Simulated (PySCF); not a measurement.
CHF, SMILES [CH]F (connectivity only; charge and spin as stated), neutral, multiplicity 1.

Geometry: B3LYP-D3(BJ)/def2-TZVPD. The isomer is the one that the SMILES or the coordinates give; other isomers of the formula were not compared.

Two levels are set side by side: PBE/def2-TZVPD (PySCF) and HF/def2-TZVPD (PySCF). Same geometry, gas phase. Differences are taken from unrounded values.

```tsv
quantity	HF
orbital gap (eV)	12.76
highest occupied level (eV)	-11.18
lowest empty level (eV)	1.58
dipole moment (D)	1.58
mean polarisability (bohr³)	14.8
```

What does PBE give, and how far is it from HF? (The exact figures need the calculation; the answer reports its results.)


```json
[
 {"quantity": "orbital gap (eV)", "PBE": "1.59", "PBE minus HF": "-11.17"},
 {"quantity": "highest occupied level (eV)", "PBE": "-5.79", "PBE minus HF": "5.39"},
 {"quantity": "lowest empty level (eV)", "PBE": "-4.20", "PBE minus HF": "-5.78"},
 {"quantity": "dipole moment (D)", "PBE": "1.49", "PBE minus HF": "-0.09"},
 {"quantity": "mean polarisability (bohr³)", "PBE": "17.3", "PBE minus HF": "2.5"}
]
```

Without exact exchange PBE keeps part of each electron's self-repulsion, which lifts occupied levels and narrows the gap. PBE's more diffuse valence density responds more strongly to a field. Differences between two approximate levels are no errors against the true value.
